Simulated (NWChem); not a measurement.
Program: NWChem. System: H2Sb, charge 0, spin multiplicity 2, at a geometry optimised with UB3LYP/def2-SVP with def2 effective core potentials on Sb. The structure started from a generated list of species. Its SCF solution wasn't tested for a lower state. Level: G0W0@UPBE/def2-TZVP with def2 effective core potentials on Sb, RI basis def2-tzvp-rifit, no spin-orbit coupling.

The NWChem input:

```
start mol
memory heap 200 mb stack 700 mb global 1700 mb
geometry units angstroms nocenter noautoz
  Sb     0.000000     0.000000    -0.046052
  H     -1.223392     0.000000     1.174332
  H      1.223392     0.000000     1.174332
  symmetry group C2v
end
basis spherical
  * library def2-tzvp
end
ecp
  Sb library def2-ecp
end
basis "ri basis" bse spherical
  * library def2-tzvp-rifit
end
dft
  xc xpbe96 cpbe96
  odft
  mult 2
  iterations 100
  direct
  tolerances tight
end
task dft energy
gw
  states alpha occ 4 vir 2
  states beta occ 4 vir 2
end
task dft gw
```

Part of the output:

```
             Northwest Computational Chemistry Package (NWChem) 7.3.0
             --------------------------------------------------------

                                NWChem Input Module
                                -------------------

 Scaling coordinates for geometry "geometry" by  1.889725989
 (inverse scale =  0.529177249)

 Turning off AUTOSYM since
 SYMMETRY directive was detected!

                             Geometry "geometry" -> ""
                             -------------------------

 Output coordinates in angstroms (scale by  1.889725989 to convert to a.u.)

  No.       Tag          Charge          X              Y              Z
 ---- ---------------- ---------- -------------- -------------- --------------
    1 Sb                  51.0000     0.00000000     0.00000000    -0.04605200
    2 H                    1.0000    -1.22339200     0.00000000     1.17433200
    3 H                    1.0000     1.22339200     0.00000000     1.17433200

 Effective nuclear repulsion energy (a.u.)      31.4522167326

            Nuclear Dipole moment (a.u.)
            ----------------------------
        X                 Y               Z
 ---------------- ---------------- ----------------
     0.0000000000     0.0000000000     0.0000226767

      Symmetry information
      --------------------

 Group name             C2v
 Group number             16
 Group order               4
 No. of unique centers     2

      Symmetry unique atoms

     1    2


 Summary of "ao basis" -> "" (spherical)
 ------------------------------------------------------------------------------
       Tag                 Description            Shells   Functions and Types
 ---------------- ------------------------------  ------  ---------------------
 *                         def2-tzvp                  on all atoms

 Summary of "ri basis" -> "" (spherical)
 ------------------------------------------------------------------------------
       Tag                 Description            Shells   Functions and Types
 ---------------- ------------------------------  ------  ---------------------
[...]
     1   0 0 1     -0.143905     -1.253992     -1.326655      2.436741

     2   2 0 0    -20.313150    -16.348441    -14.654247     10.689538
     2   1 1 0     -0.000000     -0.000000     -0.000000      0.000000
     2   1 0 1     -0.000000     -0.000000      0.000000      0.000000
     2   0 2 0    -20.726218    -13.416143     -7.310074      0.000000
     2   0 1 1      0.000000      0.000000      0.000000      0.000000
     2   0 0 2    -21.326715    -16.487517    -14.862780     10.023583

 Task  times  cpu:        2.2s     wall:        2.2s

                                NWChem Input Module
                                -------------------

                                 NWChem GW Module
                                 ----------------

                             ***********************
                             ***        GW       ***
                             ***********************

 Summary of "ri basis" -> "ri basis" (spherical)
 ------------------------------------------------------------------------------
       Tag                 Description            Shells   Functions and Types
 ---------------- ------------------------------  ------  ---------------------
 Sb                     def2-tzvp-rifit             38      184   9s8p8d6f4g3h
 H                      def2-tzvp-rifit              7       15   4s2p1d

                 Memory Information
                 ------------------
          Available GA per process is          1699.9 MBs
          Available stack per process is        700.0 MBs
          Available heap per process is           0.0 MBs

          Peak memory in Initialization
              Peak GA per process is                  3.3 MBs
              Peak stack per process is               0.0 MBs
              Peak heap per process is                3.5 MBs
              Memory not in MA per process            0.0 MBs

          Peak memory in AFF Calculation
              Peak GA per process is                 16.5 MBs
              Peak stack per process is              11.7 MBs
              Peak heap per process is                0.0 MBs
              Memory not in MA per process           11.7 MBs

          Computing 2-center integrals
          Computing Inverse Cholesky factor
          Computing 3-center integrals
          Computing V_xc ...

          Computing Sigma_x
          Computing RPA polarizability
          Solving quasiparticle equations

                  Alpha Orbitals
          State     Energy (eV)     Error (eV)
          -----------------------------------
@GW        10        -16.691           0.001
@GW        11        -11.461           0.003
@GW        12        -10.226           0.004
@GW        13         -8.167           0.002
@GW        14          1.698           0.002
@GW        15          2.435           0.002

                   Beta Orbitals
          State     Energy (eV)     Error (eV)
          -----------------------------------
@GW         9        -37.434           0.004
@GW        10        -16.346           0.004
@GW        11        -11.286           0.002
@GW        12         -9.861           0.002
@GW        13         -1.145           0.002
@GW        14          1.927           0.002

   Applying  -2.8493 eV scissor-shift to rest of particle states

   Applying   2.7360 eV scissor-shift to rest of hole states

   Applying  -2.9847 eV scissor-shift to rest of particle states

   Applying   2.8353 eV scissor-shift to rest of hole states

     GW Timing Statistics
   ------------------------
   Init.   :          0.1s
     ERIs  :          0.2s
     Distr.:          0.0s
     Vxc   :          0.1s
   Sigma_x :          0.0s
   RPA     :          0.3s
   Wmn     :          0.0s
   Sigma_c :          0.0s
   GW total:          0.7s

 Task  times  cpu:        0.7s     wall:        0.7s

 Total times  cpu:        2.9s     wall:        2.9s
```
